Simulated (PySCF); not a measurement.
PySCF input file for Ga(Me)2(Cl) (C₂H₆ClGa), SMILES [CH3][Ga]([CH3])[Cl], TDDFT-PBE/def2-SVPD. The structure is a stationary point at B3LYP-D3(BJ)/def2-SVP. The isomer is the one that the SMILES or the coordinates give; other isomers of the formula were not compared.

```python
import numpy as np
from pyscf import gto, scf, dft, tdscf

mol = gto.M(
    atom='''
    Ga   -0.00000000   -0.00000000   -0.33567002
    C     0.00018259    1.80094616   -1.13006650
    H     0.88124328    2.35803229   -0.77385991
    H     0.01201544    1.77201777   -2.22963267
    H    -0.89483238    2.34822146   -0.79364301
    C    -0.00018258   -1.80094614   -1.13006654
    H     0.89483239   -2.34822143   -0.79364305
    H    -0.88124328   -2.35803227   -0.77385996
    H    -0.01201543   -1.77201772   -2.22963271
    Cl    0.00000000   -0.00000001    1.85652001
    ''',
    basis='def2-SVPD',
    charge=0,
    spin=0,
    symmetry=True,
    max_memory=1600,
    verbose=4,
)
mf = dft.RKS(mol, xc='pbe').density_fit(auxbasis='def2-universal-jkfit')
mf.grids.level = 3
mf.conv_tol = 1e-9
mf.max_cycle = 100
mf.kernel()
mf.grids = dft.Grids(mol).set(level=1).build(with_non0tab=True)  # coarser grid for the response kernel
td = tdscf.TDDFT(mf)
td.singlet = True
td.nstates = 10
td.conv_tol = 1e-4
td.positive_eig_threshold = 1e-6
td.kernel(x0=td.get_init_guess(mf, 15))
td.analyze()
tt = tdscf.TDA(mf)
tt.singlet = False
tt.nstates = 4
tt.conv_tol = 1e-4
tt.positive_eig_threshold = 1e-6
tt.kernel(x0=tt.get_init_guess(mf, 9))
tt.analyze(verbose=3)
```

Program output:

```
PySCF version 2.14.0

[INPUT] verbose = 4
[INPUT] num. atoms = 10
[INPUT] num. electrons = 66
[INPUT] charge = 0
[INPUT] spin (= nelec alpha-beta = 2S) = 0
[INPUT] symmetry True subgroup None
[INPUT] Mole.unit = angstrom
[INPUT] Symbol           X                Y                Z      unit          X                Y                Z       unit  Magmom
[INPUT]  1 Ga     0.000000000000   0.000000000000  -0.335670020000 AA    0.000000000000   0.000000000000  -0.634324406027 Bohr   0.0
[INPUT]  2 C      0.000182590000   1.800946160000  -1.130066500000 AA    0.000345045093   3.403295007487  -2.135516187546 Bohr   0.0
[INPUT]  3 H      0.881243280000   2.358032290000  -0.773859910000 AA    1.665308448313   4.456035220981  -1.462383288681 Bohr   0.0
[INPUT]  4 H      0.012015440000   1.772017770000  -2.229632670000 AA    0.022705890866   3.348628273163  -4.213395104683 Bohr   0.0
[INPUT]  5 H     -0.894832380000   2.348221460000  -0.793643010000 AA   -1.690988125593   4.437495439226  -1.499767929575 Bohr   0.0
[INPUT]  6 C     -0.000182580000  -1.800946140000  -1.130066540000 AA   -0.000345026196  -3.403294969693  -2.135516263135 Bohr   0.0
[INPUT]  7 H      0.894832390000  -2.348221430000  -0.793643050000 AA    1.690988144490  -4.437495382535  -1.499768005164 Bohr   0.0
[INPUT]  8 H     -0.881243280000  -2.358032270000  -0.773859960000 AA   -1.665308448313  -4.456035183186  -1.462383383167 Bohr   0.0
[INPUT]  9 H     -0.012015430000  -1.772017720000  -2.229632710000 AA   -0.022705871969  -3.348628178676  -4.213395180272 Bohr   0.0
[INPUT] 10 Cl     0.000000000000  -0.000000010000   1.856520010000 AA    0.000000000000  -0.000000018897   3.508314363675 Bohr   0.0

nuclear repulsion = 340.521470967823
point group symmetry = C2
symmetry origin: [2.29057712e-09 1.43161068e-09 0.00000000e+00]
symmetry axis x: [ 1.00000000e+00 -7.22369967e-10  1.02985993e-09]
symmetry axis y: [ 7.22369972e-10  1.00000000e+00 -5.02890250e-09]
symmetry axis z: [-1.02985993e-09  5.02890278e-09  1.00000000e+00]
num. orbitals of irrep A = 81
num. orbitals of irrep B = 72
number of shells = 65
number of NR pGTOs = 245
number of NR cGTOs = 153
basis = def2-SVPD
ecp = {}


[settings echo left out]
init E= -2463.27817052167
HOMO (B) = -0.31944832260018  LUMO (B) = -0.0776905093018545  gap/eV = 6.57857
cycle= 1 E= -2463.74736615335  delta_E= -0.469  |g|= 0.94  |ddm|= 3.78
HOMO (B) = -0.180941133853192  LUMO (B) = -0.0769751935092153  gap/eV = 2.82906
cycle= 2 E= -2463.46530113939  delta_E= 0.282  |g|= 1.52  |ddm|= 2.96
HOMO (B) = -0.240455379103885  LUMO (B) = -0.0594376536605465  gap/eV = 4.92574
cycle= 3 E= -2463.90656821566  delta_E= -0.441  |g|= 0.0709  |ddm|= 2.09
HOMO (B) = -0.246614723799861  LUMO (B) = -0.069852503829575  gap/eV = 4.80995
cycle= 4 E= -2463.90732384573  delta_E= -0.000756  |g|= 0.0513  |ddm|= 0.171
HOMO (B) = -0.245146936906451  LUMO (B) = -0.0670284215266133  gap/eV = 4.84685
cycle= 5 E= -2463.90807716513  delta_E= -0.000753  |g|= 0.013  |ddm|= 0.074
HOMO (B) = -0.244538345815201  LUMO (B) = -0.0664600405838693  gap/eV = 4.84576
cycle= 6 E= -2463.90812684312  delta_E= -4.97e-05  |g|= 0.000606  |ddm|= 0.0193
HOMO (B) = -0.244594920010686  LUMO (B) = -0.0664560818700553  gap/eV = 4.84740
cycle= 7 E= -2463.9081268664  delta_E= -2.33e-08  |g|= 0.000441  |ddm|= 0.0013
HOMO (B) = -0.244559525043958  LUMO (B) = -0.0664624344550306  gap/eV = 4.84627
cycle= 8 E= -2463.90812691862  delta_E= -5.22e-08  |g|= 6.66e-05  |ddm|= 0.00069
HOMO (B) = -0.244567077952404  LUMO (B) = -0.0664662058732617  gap/eV = 4.84637
cycle= 9 E= -2463.90812691985  delta_E= -1.23e-09  |g|= 1.25e-05  |ddm|= 0.000112
HOMO (B) = -0.244566231976436  LUMO (B) = -0.0664651556186477  gap/eV = 4.84638
cycle= 10 E= -2463.9081269199  delta_E= -4.37e-11  |g|= 1.44e-06  |ddm|= 2.5e-05
HOMO (B) = -0.24456628886043  LUMO (B) = -0.0664652789251634  gap/eV = 4.84638
Extra cycle  E= -2463.90812691989  delta_E= 4.55e-12  |g|= 1.17e-06  |ddm|= 4.82e-06
converged SCF energy = -2463.90812691989
tot grids = 38928
Overwritten attributes  positive_eig_threshold  of <class 'pyscf.tdscf.rks.CasidaTDDFT'>


******** <class 'pyscf.tdscf.rks.CasidaTDDFT'> for <class 'pyscf.df.df_jk.DFSymAdaptedRKS'> ********
nstates = 10 singlet
deg_eia_thresh = 1.000e-03
wfnsym = None
conv_tol = 0.0001
eigh lindep = 1e-12
eigh level_shift = 0
eigh max_cycle = 100


Excitation energies (eV)
[4.91179383 5.8185504  5.93146713 5.94063555 6.18038341 6.39161851
 6.72619699 7.00092757 7.03547484 7.32909181]

** Singlet excitation energies and oscillator strengths **
Excited State   1:    A      4.91179 eV    252.42 nm  f=0.0000
      33 -> 34       -0.70617
Excited State   2:    B      5.81855 eV    213.08 nm  f=0.1231
      31 -> 35       -0.10968
      33 -> 35       -0.68736
Excited State   3:    A      5.93147 eV    209.03 nm  f=0.0001
      31 -> 34        0.70467
Excited State   4:    A      5.94064 eV    208.71 nm  f=0.0335
      30 -> 35        0.10804
      32 -> 34        0.68803
Excited State   5:    B      6.18038 eV    200.61 nm  f=0.0021
      30 -> 34        0.70204
Excited State   6:    B      6.39162 eV    193.98 nm  f=0.0257
      32 -> 35       -0.70210
Excited State   7:    B      6.72620 eV    184.33 nm  f=0.0382
      31 -> 35       -0.67788
      33 -> 36        0.14611
Excited State   8:    A      7.00093 eV    177.10 nm  f=0.0933
      30 -> 35        0.66513
      30 -> 36        0.14243
      33 -> 37        0.15750
Excited State   9:    B      7.03547 eV    176.23 nm  f=0.0227
      31 -> 35        0.11006
      33 -> 36        0.67142
      33 -> 38        0.14838
Excited State  10:    A      7.32909 eV    169.17 nm  f=0.0374
      30 -> 35        0.13244
      33 -> 37       -0.68424

** Transition electric dipole moments (AU) **
state          X           Y           Z        Dip. S.      Osc.
  1         0.0000     -0.0000      0.0001      0.0000      0.0000
  2         0.0005     -0.9291     -0.0000      0.8632      0.1231
  3        -0.0000      0.0000     -0.0251      0.0006      0.0001
  4         0.0000      0.0000     -0.4801      0.2305      0.0335
  5         0.1174     -0.0010      0.0000      0.0138      0.0021
  6        -0.4054      0.0007     -0.0000      0.1643      0.0257
  7        -0.0008      0.4813     -0.0000      0.2316      0.0382
  8        -0.0000     -0.0000      0.7377      0.5442      0.0933
  9         0.0004     -0.3630      0.0000      0.1317      0.0227
 10        -0.0000      0.0000      0.4564      0.2083      0.0374

** Transition velocity dipole moments (imaginary part, AU) **
state          X           Y           Z        Dip. S.      Osc.
  1        -0.0000     -0.0000      0.0000      0.0000      0.0000
  2         0.0001     -0.2020      0.0000      0.0408      0.1272
  3         0.0000     -0.0000     -0.0054      0.0000      0.0001
  4         0.0000      0.0000     -0.1026      0.0105      0.0322
  5         0.0269     -0.0002     -0.0000      0.0007      0.0021
  6        -0.0909      0.0002     -0.0000      0.0083      0.0234
  7        -0.0002      0.1268     -0.0000      0.0161      0.0434
  8        -0.0000      0.0000      0.1954      0.0382      0.0989
  9         0.0001     -0.0954      0.0000      0.0091      0.0234
 10        -0.0000     -0.0000      0.1269      0.0161      0.0399

** Transition magnetic dipole moments (imaginary part, AU) **
state          X           Y           Z
  1         0.0000     -0.0000      0.9917
  2        -0.0795      0.0004     -0.0000
  3         0.0000     -0.0000      0.6913
  4         0.0000      0.0000     -0.0365
  5         0.0013      1.1848      0.0000
  6        -0.0003      0.3322      0.0000
  7        -0.2916     -0.0011      0.0000
  8        -0.0000      0.0000      0.0009
  9        -0.5046     -0.0010     -0.0000
 10        -0.0000     -0.0000      0.0012
Overwritten attributes  positive_eig_threshold  of <class 'pyscf.tdscf.rks.TDA'>


******** <class 'pyscf.tdscf.rks.TDA'> for <class 'pyscf.df.df_jk.DFSymAdaptedRKS'> ********
nstates = 4 triplet
deg_eia_thresh = 1.000e-03
wfnsym = None
conv_tol = 0.0001
eigh lindep = 1e-12
eigh level_shift = 0
eigh max_cycle = 100


Excitation energies (eV)
[4.72296707 5.39100746 5.39675236 5.70828771]

** Triplet excitation energies and oscillator strengths **
Excited State   1:    A      4.72297 eV    262.51 nm  f=0.0000
Excited State   2:    A      5.39101 eV    229.98 nm  f=0.0000
Excited State   3:    B      5.39675 eV    229.74 nm  f=0.0000
Excited State   4:    A      5.70829 eV    217.20 nm  f=0.0000
```

The run converged.
